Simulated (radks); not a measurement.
Problem. The nitrogen anion N-, [He] 2s2 2p4, held by a Watson sphere: a shell of charge +1 at radius R that stands for the Madelung well of a crystal (potential energy -1/R inside, -1/r outside, in hartree with lengths in bohr). Method: scalar-relativistic Kohn-Sham, LB94 model potential, spin-polarised, spherical densities, finite nucleus; open shells are filled with parallel spins first; Fermi nuclear charge, rms radius of each element as measured or else 0.836 A^(1/3) + 0.57 fm; computed with a radial shooting solver on a logarithmic mesh with Libxc functionals. Response by self-consistent Sternheimer equations with the Hartree and adiabatic LDA kernel, the relativistic mass of each level held fixed and spin-orbit coupling left out. The sphere does not respond.

| R (bohr) | e(2s down) (eV) | e(2p up) (eV) | e(2p down) (eV) | <r> 2p (bohr) | sum of <r^2> (bohr^2) | X-ray form factor at sin(theta)/lambda = 0.3 1/angstrom | alpha (bohr^3) |
|---|---|---|---|---|---|---|---|
| 2.47 | -20.229 | -11.537 | -9.790 | 1.664 | 18.53 | 3.286 | 14.17 |
| 2.68 | -19.728 | -11.067 | -9.336 | 1.689 | 18.96 | 3.280 | 15.43 |
| 2.74 | -19.592 | -10.939 | -9.212 | 1.695 | 19.08 | 3.279 | 15.79 |
| 3.29 | -18.488 | -9.879 | -8.174 | 1.747 | 19.96 | 3.274 | 19.07 |
| 3.39 | -18.312 | -9.707 | -8.005 | 1.755 | 20.09 | 3.273 | 19.65 |
| 3.88 | -17.540 | -8.950 | -7.256 | 1.788 | 20.64 | 3.273 | 22.39 |

Estimate the row for R = 3.89 bohr.

Solution. e(2s down) (eV) -17.526; e(2p up) (eV) -8.936; e(2p down) (eV) -7.242; <r> 2p (bohr) 1.789; sum of <r^2> (bohr^2) 20.64; X-ray form factor at sin(theta)/lambda = 0.3 1/angstrom 3.273; alpha (bohr^3) 22.44.
